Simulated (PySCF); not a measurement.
F₂Sr, SMILES [F][Sr][F] (connectivity only; charge and spin as stated), charge -1, multiplicity 2.

The structure is a stationary point at B3LYP-D3(BJ)/def2-TZVPD. The spin state was assumed, not searched. The isomer is the one that the SMILES or the coordinates give; other isomers of the formula were not compared. The def2 effective core potentials stand for the cores of Sr; spin–orbit coupling is left out.

All values below come from C-PCM-ωB97X/def2-SVPD in PySCF.

The values are the electrostatic part of the solvation free energy, E(continuum) − E(gas) at the gas-phase geometry, in a cavity of scaled van der Waals radii (PySCF's table); cavitation and dispersion terms are not included. A continuum can't describe solvent molecules that bind to the metal.

```
solvent                ε  ΔG(elec) (kcal/mol)
-----------------  -----  -------------------
water              78.36                -52.8
dimethylsulfoxide  46.83                -52.3
chloroform          4.71                -41.7
```
